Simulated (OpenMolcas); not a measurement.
**OpenMolcas run: Ge3+**

Input:

```
&GATEWAY
Coord
1

Ge 0.0 0.0 0.0
Basis=ANO-RCC-VDZP
Group=XYZ
NoMove
AngMom=0.0 0.0 0.0
AMFI
&SEWARD
&RASSCF
FileOrb=start.orb
Symmetry=1
Spin=2
nActEl=1 0 0
Inactive=8 6
Ras2=1 3
CIRoot=1 1 1
SDav=1
CIMx=300
Iter=120 100
PrWF=0.3
OrbListing=Nothing
MaxOrb=0
Atom
>>> COPY $Project.JobIph JOB001
&RASSCF
FileOrb=start.orb
Symmetry=2
Spin=2
nActEl=1 0 0
Inactive=8 6
Ras2=1 3
CIRoot=3 3 1
SDav=3
CIMx=300
Iter=120 100
PrWF=0.3
OrbListing=Nothing
MaxOrb=0
Atom
>>> COPY $Project.JobIph JOB002
&RASSI
NrOfJobIphs=2 1 3
1
1 2 3
IphNames
JOB001
JOB002
EJob
SpinOrbit
DIPRint=1.0
SOCoupling=1000.0
Subsets=2
MEES
Property=10
'ANGMOM' 1 'ANGMOM' 2 'ANGMOM' 3 'MLTPL  1' 1 'MLTPL  1' 2 'MLTPL  1' 3
'AMFI' 1 'AMFI' 2 'AMFI' 3 'MLTPL  2' 6
SOProperty=3
'ANGMOM' 1 'ANGMOM' 2 'ANGMOM' 3
```

Launched by
```bash
OMP_NUM_THREADS=1 MOLCAS_MEM=2252 MOLCAS_PROJECT=a pymolcas a.inp > a.log  # once for each step of the input, in one work folder
```

A driver script runs the steps one by one and writes start.orb anew before each from the orbitals found so far.

Output, cut to the results:

```
--- SEWARD ---
Basis set label: GE.ANO-RCC...5S4P2D.

      Electronic valence basis set:
      ------------------
      Associated Effective Charge  32.000000 au
      Associated Actual Charge     32.000000 au
      Nuclear Model: Point charge

      Shell  nPrim  nBasis  Cartesian Spherical Contaminant
         s      20       5        X
         p      17       4        X
         d      11       2                 X
                  Relativistic Douglas-Kroll-Hess integrals:
                    - DKH order of Hamiltonian: 2
                    - DKH order of Properties : 0
                  Atomic mean-field integrals
--- RASSCF ---
Wave function specifications:
      -----------------------------

      Number of closed shell electrons          28
      Number of electrons in active shells       1
      Max number of holes in RAS1 space          0
      Max nr of electrons in RAS3 space          0
      Number of inactive orbitals               14
      Number of active orbitals                  4
      Number of secondary orbitals               9
      Spin quantum number                      0.5
      State symmetry                             1
Orbital specifications:
      -----------------------

      Symmetry species                           1   2
                                                ag  au
      Frozen orbitals                            0   0
      Inactive orbitals                          8   6
      Active orbitals                            1   3
      RAS1 orbitals                              0   0
      RAS2 orbitals                              1   3
      RAS3 orbitals                              0   0
      Secondary orbitals                         6   3
      Deleted orbitals                           0   0
      Number of basis functions                 15  12
      Number of CSFs                             1
      Number of root(s) required                 1
      Iter CI   SX   CI       RASSCF       Energy    max ROT     max BLB   max BLB  Level Ln srch  Step   QN
          iter iter root      energy       change     param      element    value   shift minimum  type update
 Nr of preliminary CI iterations:   1
 ###############################################################################
 ###############################################################################
 ###                                                                         ###
 ###                                                                         ###
 ###    WARNING: Problems in orbital optimization.                           ###
 ###                                                                         ###
 ###                                                                         ###
 ###############################################################################
 ###############################################################################
  Warning: In symmetry  2, orbital p=   7 has diagonal density matrix element D(p,p) close to zero. D(p,p)=  0.000000E+00
  Warning: In symmetry  2, orbital p=   8 has diagonal density matrix element D(p,p) close to zero. D(p,p)=  0.000000E+00
        ...
  Warning: In symmetry  2, orbital p=   7 has diagonal density matrix element D(p,p) close to zero. D(p,p)=  0.000000E+00
  Warning: In symmetry  2, orbital p=   8 has diagonal density matrix element D(p,p) close to zero. D(p,p)=  0.000000E+00
  Warning: In symmetry  2, orbital p=   9 has diagonal density matrix element D(p,p) close to zero. D(p,p)=  0.000000E+00
        4   1    1    1   -94.97662093    0.00E+00   0.00E+00    4   9 2  1.18E-08   0.50   0.00    SX    NO
      Convergence after  4 iterations
        5   1    1    1   -94.97662093    1.82E-12   0.00E+00    6   8 2  1.18E-08   0.50   0.00    SX    NO
      Natural orbitals and occupation numbers for root  1
      sym 1:   1.000000
      sym 2:   0.000000   0.000000   0.000000
::    RASSCF root number  1 Total energy:  -2094.97662093
--- RASSCF ---
Wave function specifications:
      -----------------------------

      Number of closed shell electrons          28
      Number of electrons in active shells       1
      Max number of holes in RAS1 space          0
      Max nr of electrons in RAS3 space          0
      Number of inactive orbitals               14
      Number of active orbitals                  4
      Number of secondary orbitals               9
      Spin quantum number                      0.5
...
--- RASSI ---
SPIN-FREE ENERGIES:
  (Shifted by EMIN (a.u.) =      -2094.9766209320)

 SF State       Relative EMIN(au)   Rel lowest level(eV)    D:o, cm**(-1)      L_eff

     1             0.0000000000        0.0000000000              0.0000         0.0
     2             0.3733425210       10.1591675401          81939.2122         1.0
     3             0.3733425210       10.1591675401          81939.2122         1.0
     4             0.3733425210       10.1591675401          81939.2122         1.0
     Dipole printing threshold changed to   1.00000000E+00

++ Dipole transition strengths (spin-free states):
   -----------------------------------------------
     for osc. strength at least  1.00000000E+00

  ( Max oscillator strength is only   0.32775619819804408      )
--
Eigenvalues of complex Hamiltonian:
   -----------------------------------
  (Shifted by EMIN (a.u.) =      -2094.9766209320)

 SO State       Relative EMIN(au)   Rel lowest level(eV)    D:o, cm**(-1)     J-value

     1             0.0000000000        0.0000000000              0.0000         0.4
     2             0.0000000000        0.0000000000              0.0000         0.4
     3             0.3647900433        9.9264427670          80062.1603         0.4
     4             0.3647900433        9.9264427670          80062.1603         0.4
     5             0.3776187598       10.2755299266          82877.7381         1.4
     6             0.3776187598       10.2755299266          82877.7381         1.4
     7             0.3776187598       10.2755299266          82877.7381         0.8
     8             0.3776187598       10.2755299266          82877.7381         0.8
Weights of the five most important spin-orbit-free states for each spin-orbit state.

 SO State  Total energy (au)           Spin-free states, spin, and weights
 -------------------------------------------------------------------------------------------------------
...
```

The J values that RASSI prints are effective ones from its own formula and need not be integers or half-integers; the table below assigns J from the states.

Levels above the lowest, from the spin-orbit matrix, grouped by J:

```json
{"Configuration": "4s", "Term": "2S", "J": "1/2", "E (cm-1)": "0.0", "Measured (cm-1)": "0.0", "g": "2.002", "Term weight %": "100"}
{"Configuration": "4p", "Term": "2P*", "J": "1/2", "E (cm-1)": "80062", "Measured (cm-1)": "81311", "g": "0.666", "Term weight %": "100"}
{"Configuration": "4p", "Term": "2P*", "J": "3/2", "E (cm-1)": "82878", "Measured (cm-1)": "84102", "g": "1.334", "Term weight %": "100"}
```

Against the 2 measured excited levels shown (Sugar and Musgrove, J. Phys. Chem. Ref. Data 22, 1213 (1993)) the mean absolute deviation is 1200 cm-1; the largest miss in energy is 4p 2P* 1/2: computed 80062, measured 81311 cm-1 (-1.5 %).

With one active electron the reference holds no correlation, so core polarisation is missing. The basis is small and was not contracted for so high a charge. Computed and measured levels are paired by configuration, term and J; levels that our copy of the source lacks, or whose pairing is in doubt (as where it misses far off the trend of its configuration), stay unpaired and out of the deviations. Levels of configurations outside the active space are missing.

The RASSCF and RASSI steps took 7.2 s on 1 thread of Intel(R) Xeon(R) Platinum 8259CL CPU @ 2.50GHz (Skylake/Cascade Lake), on a shared host; the integral step is not counted.

The term weight is that of the spin-free term in the level, not the purity of its configuration. * marks odd parity.
